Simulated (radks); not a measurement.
Values are calculated unless marked as measured or tabulated.
Task: The caesium ion Cs2+, 53 electrons, occupied as [Kr] 4d10 5s1 5p5 6p1 (not the ground configuration). Code: a radial shooting solver on a logarithmic mesh with Libxc functionals. Model: Dirac Kohn-Sham, LDA (Slater exchange, Perdew-Wang correlation), spin-unpolarised, spherical densities, point nucleus; open shells fill j = l - 1/2 first. Some entries of the table are withheld. Estimate them.

| orbital | occ. | eigenvalue (hartree) | <r> (bohr) |
|---|---|---|---|
| 1s1/2 | 2 | -1314.092 | 0.02613 |
| 2s1/2 | 2 | -206.8554 | 0.1118 |
| 2p1/2 | 2 | -194.7474 | 0.09407 |
| 2p3/2 | 4 | -181.8184 | 0.09996 |
| 3s1/2 | 2 | -43.70274 | 0.2991 |
| 3p1/2 | 2 | -38.63590 | 0.2890 |
| 3p3/2 | 4 | -36.15921 | 0.3008 |
| 3d3/2 | 4 | -27.22326 | (1) |
| 3d5/2 | 6 | -26.69684 | (2) |
| 4s1/2 | 2 | -8.95877 | 0.6945 |
| 4p1/2 | 2 | -7.13871 | 0.7200 |
| 4p3/2 | 4 | -6.62803 | 0.7478 |
| 4d3/2 | 4 | -3.66155 | 0.8279 |
| 4d5/2 | 6 | -3.57654 | 0.8382 |
| 5s1/2 | 1 | -1.77856 | 1.667 |
| 5p1/2 | 2 | -1.29684 | 1.870 |
| 5p3/2 | 3 | -1.22211 | 1.943 |
| 5d3/2 | 0 | (3) | 2.708 |
| 5d5/2 | 0 | (4) | 2.739 |
| 6s1/2 | 0 | -0.53432 | 3.853 |
| 6p1/2 | 1 | -0.41470 | 4.454 |
| 6p3/2 | 0 | -0.40086 | 4.582 |
| 7p1/2 | 0 | -0.19026 | 8.185 |
| 7p3/2 | 0 | -0.18487 | 8.385 |

Result: 
(1) 3d3/2 <r> (bohr): 0.2715
(2) 3d5/2 <r> (bohr): 0.2752
(3) 5d3/2 eigenvalue (hartree): -0.58936
(4) 5d5/2 eigenvalue (hartree): -0.58176
